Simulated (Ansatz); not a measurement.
Two structures, one formula

The two ends of one reaction step of Al₂NH₇ClO₄, doublet (PBE0-D4/def2-TZVP).

A:

Al1  (-1.412, 0.112, 0.471)
O2  (-1.092, -0.487, -1.092)
Al3  (-0.372, 0.967, -1.770)
O4  (-0.742, 1.727, 0.018)
O5  (1.365, 0.771, -1.828)
Cl6  (-3.190, 0.092, 1.601)
H7  (0.696, -1.027, 0.983)
N8  (-0.018, -0.622, 1.642)
H9  (0.607, -1.727, -0.892)
O10  (1.464, -1.608, -0.449)
H11  (-1.080, 2.602, 0.205)
H12  (1.889, 1.277, -2.447)
H13  (0.434, 0.089, 2.208)
H14  (-0.337, -1.352, 2.271)
H15  (1.787, -0.814, -0.920)
(Å)

B:

```xyz
15
angstrom
Al -1.2844 0.0705 0.6712
O -0.8836 -0.5335 -0.9952
Al -0.3068 1.0545 -1.7155
O -0.8954 1.7041 -0.0587
O 1.4124 0.8369 -1.7032
Cl -3.3072 -0.1157 1.2273
H 1.1251 -1.5304 0.4517
N -0.0039 -0.4770 1.8198
H -0.1555 -1.2186 -0.9702
O 1.3326 -1.8009 -0.4658
H -1.2679 2.5600 0.1487
H 1.9828 1.3252 -2.2949
H 0.7089 0.1843 2.0962
H -0.2603 -1.0166 2.6342
H 1.8031 -1.0427 -0.8456
```

Program: Ansatz 0.2.0. Basis: def2-TZVPP. Cores are frozen in the correlated methods; orbitals are unrestricted. B3LYP uses VWN-RPA correlation.

Problem. Which structure is lower at CCSD(T), and by how much? (An estimate is asked for; the value comes from the calculation.)

Solution. Computed: A, by 0.053 eV (electronic energy, against the other). By their contacts, A is a complex of Al₂NH₅ClO₃ ([NH3][Al]12([Cl])[O][Al]1([OH])[OH]2) + H₂O and B is a complex of Al₂NH₅ClO₃ ([NH2][Al]1([Cl])[OH][Al]([OH])[OH]1) + H₂O.

Problem. Do the other methods give the same order? (Judge from chemistry; the calculation decides.)

Solution. Computed: Not all: HF gives the other order.

```tsv
method	E(B) − E(A) (eV)
SPW92	0.079
PBE-D4	0.108
BLYP-D4	0.096
r2SCAN-D4	0.080
B97M-V	0.072
PBE0-D4	0.065
B3LYP-D4	0.059
r2SCAN0-D4	0.045
BHLYP-D4	0.018
CAM-B3LYP-D4	0.042
wB97X-V	0.060
wB97M-V	0.049
B2PLYP	0.067
PBE-QIDH	0.056
RPA on PBE	0.047
HF	-0.031
MP2	0.066
CCSD	0.033
CCSD(T)	0.053
```

The T1 diagnostic stays at or below 0.013. ⟨S²⟩ of the unrestricted Hartree–Fock references: 0.75 (a pure state has 0.75).

Labels in which every atom is bracketed show which atoms are joined, not bond orders.

For scale, one of the runs: CCSD(T)/def2-TZVPP, 379 basis functions, launched by `ansatz run in.yaml --threads 4 --pin off --events-out ev --progress --plain --max-ram 66560MiB --backend cuda --devices 0, --max-vram 37GiB`. Hardware: 4 CPU threads of an AMD EPYC 7R13 and a share of one NVIDIA H100, shared host. Wall time 2.3 min; peak host memory 1.7 GiB.
